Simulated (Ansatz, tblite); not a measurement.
Cost and result up the ladder for (LiF)2 ring (Li2F2) (4 atoms). The state is a singlet with charge 0. Geometry: r2SCAN-D4/def2-TZVP.

Cartesian coordinates in Å:
```
Li 1.034 0.427 -0.055
F 0.504 -1.208 0.079
Li -1.034 -0.427 0.055
F -0.504 1.208 -0.079
```

Ansatz on 4 threads of Arm Neoverse V2 on a shared host; xTB runs through tblite on one thread. Times are rough, summed over both states, and most runs start from the orbitals of an earlier one. No level here is sound enough to serve as a yardstick. The other state is a doublet.

The xTB rows come from tblite. Correlated methods freeze 2 core orbitals; core or outer-core shells of Li are correlated, in sets that lack core-valence functions. In CCSD on the charge 1 doublet the largest single amplitude is 0.32, so its Hartree–Fock determinant may place the open shell otherwise than the density functionals do.

Run but left out: HF/def2-TZVPP, MP2/def2-TZVPP (charge +1 doublet: a determinant that CCSD turns far, T1 0.054).

Correlated methods converge slowly with the basis.

Raw xTB energies of ions are shifted by several eV.

| level | functions | wall time | vertical IE (eV) | remarks |
| --- | --- | --- | --- | --- |
| GFN2-xTB | 16 | 0.002 s | 15.49 | – |
| GFN1-xTB | 16 | 0.004 s | 15.82 | – |
| PBE-D4/def2-TZVP | 90 | 1.4 s | 11.17 | – |
| r2SCAN-D4/def2-TZVP (with forces) | 90 | 5.8 s | 11.33 | – |
| CCSD(T)/def2-TZVPP | 100 | 9.1 s | 12.49 | large T1 (0.054) (+1 doublet) |
